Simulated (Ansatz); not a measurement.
`NC([SiH3])N[SiH3]` at its PBE0-D4/def2-TZVP geometry, where that method's forces vanish. The species carries charge 0 and has multiplicity 1.

```xyz
15

N    -1.2980    0.9406    1.3585
C    -0.0891    0.3519    0.7864
Si    0.5792    1.4262   -0.6470
N    -0.3934   -1.0079    0.4162
Si    0.4120   -1.9748   -0.7535
H    -1.1052    1.8345    1.7937
H    -2.0041    1.0789    0.6437
H     0.6687    0.3951    1.5867
H     0.8219    2.7696   -0.0537
H     1.8533    0.9412   -1.2476
H    -0.4623    1.5438   -1.7027
H    -0.8769   -1.4842    1.1669
H     0.3734   -1.2846   -2.0708
H    -0.3268   -3.2615   -0.8145
H     1.8473   -2.2689   -0.4623
```

What forces (eV/Å) does r2SCAN-D4/def2-TZVPP give on these atoms in Ansatz? (An estimate is asked.)

Ansatz gave: 
```
N1  -0.196  0.027  0.159
C2   0.238  0.107 -0.042
Si3  0.039  0.050 -0.061
N4  -0.077 -0.170 -0.081
Si5  0.025 -0.053 -0.061
H6   0.002  0.041 -0.005
H7  -0.016  0.024 -0.033
H8   0.007  0.011  0.040
H9  -0.009 -0.034 -0.008
H10 -0.012  0.020 -0.001
H11  0.016 -0.003  0.025
H12 -0.024 -0.026  0.049
H13  0.003 -0.026  0.028
H14  0.020  0.029  0.003
H15 -0.017  0.002 -0.011
```
